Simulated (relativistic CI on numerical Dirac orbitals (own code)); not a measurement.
## Spin-allowed bands of a d8 ion in a tetrahedral site, by hand

Problem. Take Δ = 3200 cm⁻¹ and B = 590 cm⁻¹ for a d8 ion in a tetrahedral site. Calculate the three spin-allowed bands.

Working.
1. The terms of highest spin are 3F (energy 0) and 3P (15B = 8850 cm⁻¹). Here the F term splits into A2 at +1.2Δ = 3840, T2 at +0.2Δ = 640 and T1 at −0.6Δ = -1920 cm⁻¹.
2. The two T1 states mix through the element 0.4Δ: H = [[-1920, 1280], [1280, 8850]], with roots ½(H₁₁ + H₂₂) ∓ ½√[(H₂₂ − H₁₁)² + 4H₁₂²] = ½(6930) ∓ ½(11070) = -2070 and 9000 cm⁻¹.
3. The ground term is 3T1 at -2070 cm⁻¹.
4. Bands: 3T2 2710 cm⁻¹ (3690 nm), 3A2 5910 cm⁻¹ (1692 nm), 3T1(P) 11070 cm⁻¹ (903 nm).

Check. Exact diagonalisation of the whole d8 shell with these parameters gives 3T2 2710, 3A2 5910, 3T1 11070 cm⁻¹. The match is exact, since without spin-orbit coupling no other term has this spin. The ratio of the second band to the first, 2.181, depends on Δ/B = 5.4 alone, which is how a Tanabe-Sugano diagram is read.
